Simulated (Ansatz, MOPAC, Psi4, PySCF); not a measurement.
Molecule: HBO, net charge 0, singlet state. SMILES: [B]O
Geometry: optimised at B3LYP-D3(BJ)/def2-TZVP (Ansatz, an electronic-structure program).

Quantity: size of the dipole moment, in D. Terms: no dispersion term unless named; no spin-orbit coupling; 6-311+G** with 5d; 6-31G* and kin with 6d, 5d where marked; non-relativistic. Ab initio and DFT rows: single points at B3LYP-D3(BJ) geometries (Ansatz). Semi-empirical rows: dipoles at the shared geometry.

| level | program | size of the dipole moment (D) |
|---|---|---|
| AM1 | MOPAC | 1.96 |
| MNDO | MOPAC | 2.39 |
| PBE/def2-SVP | Ansatz | 3.44 |
| B3LYP/6-31G* | Ansatz | 3.11 |
| M06-2X/6-31G* (5d) | PySCF | 3.07 |
| M06-2X/6-311+G** | PySCF | 3.06 |
| wB97X-D/6-31G* | Psi4 | 3.17 |

No value to compare with is used here. The 7 habitual levels span 1.96 (AM1) to 3.44 D (PBE/def2-SVP).

The levels are drawn from those run, B3LYP/6-31G* more often than the rest, none by its result; runs whose electronic state is in doubt are left out.
